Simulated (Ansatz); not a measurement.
`FCC(F)(F)C(F)(F)C(F)(F)F` → `FCC(F)(F)C(F)(F)F` + `F[C]F` at 400 K and 1 bar (difluorocarbene loss).

Isolated molecules relaxed with PBE0-D4/def2-TZVP in Ansatz; ΔE leaves out vibrations. CCSD(T)/CBS is the MP2 limit (def2-TZVPP, def2-QZVPP) plus CCSD(T) − MP2 in def2-TZVPP, frozen cores. This one scheme is used for every species. One conformer a species, not always the lowest.

```
                   species  CCSD(T)/CBS energy (Eh)  H − E (kJ/mol)  S (J/(mol·K))
`FCC(F)(F)C(F)(F)C(F)(F)F`               -951.72697           235.8          500.4
       `FCC(F)(F)C(F)(F)F`               -714.09975           191.0          420.5
                   `F[C]F`               -237.54028            33.0          252.5
```

H − E and S are ideal-gas, rigid-rotor, harmonic terms from PBE0-D4/def2-TZVP, for one conformer and one mirror image of each species. 1 Eh = 2625.50 kJ/mol, R = 8.31446 J/(mol·K).

Question: By hand: ΔE, ΔH, ΔS and ΔG.

Answer: ΔE = (-714.09975) + (-237.54028) − (-951.72697) = 0.08694 Eh = 228.3 kJ/mol. Δ(H − E) = 191.0 + 33.0 − 235.8 = -11.8, so ΔH = 216.5 kJ/mol. ΔS = 420.5 + 252.5 − 500.4 = 172.6 J/(mol·K). ΔG = 216.5 − 400 × (172.6)/1000 = 147.5 kJ/mol.

Question: By hand: the equilibrium constant, and the temperature at which ΔG would vanish if ΔH and ΔS stayed fixed.

Answer: log₁₀ K = −ΔG/(RT ln 10) = -19.3. ΔG = 0 at ΔH/ΔS = 1254 K.

The number of gas molecules changes by +1, which sets the sign of ΔS. A doubt of 5 kJ/mol in ΔE shifts log₁₀ K by 0.7 here. Other conformers and mirror images would add mixing entropy, several J/(mol·K) or more a flexible species. Modes under 60 cm⁻¹, often nearly free rotors, make the harmonic entropy too high. These are equilibria of isolated gas molecules and say nothing of rates. Largest T1 diagnostic: 0.017 (customary marks: 0.02 for closed shells, 0.045 for open ones).
